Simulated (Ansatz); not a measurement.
```yaml
crystal:
  periodic: [false, false, false]
  atoms:
    - {symbol: Cu, position_ang: [-0.000013, 0.000114, -0.000002]}
    - {symbol: C, position_ang: [-0.003536, -0.014356, 1.962933]}
    - {symbol: H, position_ang: [-0.436973, 0.905312, 2.389130]}
    - {symbol: H, position_ang: [1.011200, -0.104168, 2.384301]}
    - {symbol: H, position_ang: [-0.587114, -0.853525, 2.375887]}
    - {symbol: C, position_ang: [0.003545, 0.014378, -1.962955]}
    - {symbol: H, position_ang: [-1.014898, 0.018020, -2.384897]}
    - {symbol: H, position_ang: [0.513385, -0.865507, -2.388565]}
    - {symbol: H, position_ang: [0.514393, 0.899733, -2.375822]}
basis:
  gaussian: {orbitals: def2-TZVPD}
total_charge: -2
magnetization: {spin_polarized: true, initial_magnetization: 1}
hamiltonian: {xc: {name: HF}}
scf: {omitted_lower_state_checks: [starts]}
output: {forces: true}
```

```sh
$ ansatz run in.yaml --threads 4 --pin off --events-out ev --progress --plain --max-ram 3916MiB
```

It prints (some lines left out):

```
Functional definition: HF
1474 factors; their error is unknown
mean field evaluation 1: about -46728.9485 eV, gradient 9.9e1 eV
mean field evaluation 2: about -46717.7696 eV, gradient 1.4e2 eV
mean field evaluation 4: about -46746.9182 eV, gradient 1.7e0 eV
mean field evaluation 8: about -46747.0178 eV, gradient 2.3e-1 eV
mean field evaluation 16: about -46747.5486 eV, gradient 6.7e-3 eV
mean field evaluation 32: about -46747.5876 eV, gradient 1.8e-4 eV
mean field -46747.57841268 eV, -1717.9418200192 hartree, gradient 5.0e-9 eV, S^2 0.754451; 0 other end points of the search recorded, 0 dependent functions left out
reference -46747.57841268 eV, -1717.9418200192 hartree; 25, 24 occupied and 151, 152 virtual orbitals, 1474 factors
Total energy: -46747.57841268 eV, -1717.9418200192 hartree
Atom 0 at    -0.000013     0.000114    -0.000002 Å, force     0.027994     0.710816     0.005474 eV/Å
Atom 1 at    -0.003536    -0.014356     1.962933 Å, force    -0.121168    -0.141327     1.135513 eV/Å
Atom 2 at    -0.436973     0.905312     2.389130 Å, force     0.162842    -0.207108    -0.118570 eV/Å
Atom 3 at     1.011200    -0.104168     2.384301 Å, force    -0.059729     0.039980     0.028314 eV/Å
Atom 4 at    -0.587114    -0.853525     2.375887 Å, force    -0.019072    -0.054709     0.155721 eV/Å
Atom 5 at     0.003545     0.014378    -1.962955 Å, force     0.110598    -0.136049    -1.137265 eV/Å
Atom 6 at    -1.014898     0.018020    -2.384897 Å, force     0.063881     0.035611    -0.026905 eV/Å
Atom 7 at     0.513385    -0.865507    -2.388565 Å, force     0.014635    -0.054362    -0.157292 eV/Å
Atom 8 at     0.514393     0.899733    -2.375822 Å, force    -0.179982    -0.192852     0.115010 eV/Å
Dipole moment:    -0.064094    -1.630676    -0.012618 e Å
Checks for a lower state left out: starts
```

Hardware: 4 threads of Arm Neoverse V2 on a shared host. Wall time 18 s, peak host memory 0.69 GiB.

A multiply charged anion in the gas phase is held together partly by the finite basis.

The dipole of an ion depends on the origin.
